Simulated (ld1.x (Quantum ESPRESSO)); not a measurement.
# What one change does to a pseudopotential (Nb (Z = 41), TM)

ld1.x (Quantum ESPRESSO) 7.5 input, shortened:

```
&input
   title='Nb', zed=41., rel=1, dft='REVPBE', iswitch=3,
   config='[Kr] 4d5 5s0 5p0'
 /
 &inputp
   pseudotype=2, tm=.true., lloc=1,
   nlcc=.true., new_core_ps=.true., rcore=1.15
 /
3
4S  1  0   2.00   0.00  1.75  1.75  0.0
4D  3  2   5.00   0.00  2.05  2.05  0.0
4P  2  1   6.00   0.00  1.70  1.70  0.0
 &test
   configts(1)='4s2 4p6 4d5 5s0 5p0'
 /
```

Change: wave 4p (bound): rc 1.70 bohr becomes 4p (bound): rc 1.78 bohr.

Cutoffs: the cutoffs (Ry, on a coarse ladder) from which the occupation-weighted sum of valence levels, in a spherical-Bessel basis at the reference potential, stays within 10 and 1 mRy of its value at 400 Ry; they do not see the model core or the augmentation charge, which bear on the density cutoff. Errors are all-electron minus pseudo energies relative to the spin-unpolarised reference configuration.

How do hardness, ghosts and transferability respond?

The potential gets softer (45 Ry and 70 Ry → 45 Ry and 60 Ry); of the 7 tests that both files solve, the error grows in 3 and shrinks in 0 by more than 15 % and 0.3 meV (median size 282.5 → 296.1 meV); neither file shows a bound ghost. A larger radius leaves more room for a smooth pseudo-wave, so fewer plane waves are needed. More of the atom is replaced by a form fitted at one configuration, so other configurations suffer.

| quantity | base | changed |
| --- | --- | --- |
| cutoff, loose | 45 Ry | 45 Ry |
| cutoff, tight | 70 Ry | 60 Ry |
| loose cutoff by channel (10 mRy a level) | s 30 Ry, d 30 Ry, p 21 Ry | s 30 Ry, d 30 Ry, p 18 Ry |
| bound ghosts | none | none |
| error for 4s2 4p6 4d4 5s1 5p0, meV [ΔE -1.24 eV] | +283 | +296 |
| error for 4s2 4p6 4d4 5s0 5p0, meV [ΔE 5.28 eV] | +1.3 | +1.6 |
| error for 4s2 4p6 4d3 5s0 5p0, meV [ΔE 19.24 eV] | +7.3 | +9.3 |
| error for 4s2 4p6 4d1 5s0 5p0, meV [ΔE 80.73 eV] | +66 | +78 |
| error for 4s2 4p6 4d3 5s1 5p1, meV [ΔE 1.55 eV] | +415 | +444 |
| error for 4s2 4p5 4d4 5s1 5p0, meV [ΔE 38.47 eV] | +518 | +538 |
| error for 4s1 4p6 4d4 5s1 5p0, meV [ΔE 62.72 eV] | +469 | +497 |
| s: phases at 2.24 bohr within 0.05 rad from the reference energy up to (Ry; the scan ends near 5) | -0.4 | -0.4 |
| p: phases at 2.24 bohr within 0.05 rad from the reference energy up to (Ry; the scan ends near 5) | 1.2 | 1.1 |
| d: phases at 2.24 bohr within 0.05 rad from the reference energy up to (Ry; the scan ends near 5) | 3.4 | 3.3 |
